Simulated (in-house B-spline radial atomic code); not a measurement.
A fraction x of an electron is removed from 4f in Nd3+, starting from [Xe] 4f3 and keeping the highest spin. Computed with an all-electron radial atomic-structure program (B-spline basis): scalar-relativistic (X2C) Hartree-Fock with fractional occupations, spin-polarised, spherical fractional occupations, Fermi nucleus of rms radius 4.9123 fm.

Caution: exact exchange at fractional occupations of open shells leaves self-interaction of up to several eV.

| x | E(x) - E(0) (eV) | 4f up level (eV) |
| --- | --- | --- |
| 0 | 0.0000 | -28.131 |
| 0.02 | 0.5654 | -28.411 |
| 0.13 | 3.7758 | -29.963 |
| 0.31 | 9.4010 | -32.548 |
| 0.49 | 15.4962 | -35.186 |
| 0.5 | 15.8488 | -35.334 |
| 0.54 | 17.2740 | -35.928 |
| 0.71 | 23.5981 | -38.481 |
| 0.84 | 28.7292 | -40.463 |
| 0.98 | 34.5451 | -42.626 |
